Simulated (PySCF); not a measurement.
C₇H₈S, SMILES Cc1cccc(S)c1 (GFN2-xTB optimised geometry):

```
16

C      2.641     0.295     0.000
C      1.143     0.295     0.000
C      0.442     1.497     0.000
C     -0.941     1.504    -0.005
C     -1.651     0.316    -0.010
C     -0.957    -0.884    -0.010
S     -1.799    -2.442    -0.014
C      0.432    -0.893    -0.005
H      3.020     0.882     0.835
H      3.017     0.743    -0.919
H      3.032    -0.716     0.077
H      0.986     2.430     0.004
H     -1.477     2.442    -0.005
H     -2.731     0.327    -0.013
H     -3.032    -1.937    -0.020
H      0.951    -1.840    -0.005
```

Computed with CAM-B3LYP/def2-TZVP run with PySCF.

Q: What are the frontier orbital energies and the dipole moment?

A: HOMO-2 -9.81 eV, HOMO-1 -8.45 eV, HOMO -7.45 eV, LUMO 0.77 eV, LUMO+1 0.86 eV; dipole moment 1.21 D.

Meta-Löwdin charges at CAM-B3LYP/def2-TZVP: C1 -0.34, C2 0.04, C3 -0.15, C4 -0.10, C5 -0.15, C6 -0.05, S7 -0.02, C8 -0.15, H9 0.12, H10 0.12, H11 0.12, H12 0.11, H13 0.12, H14 0.11, H15 0.09, H16 0.11.
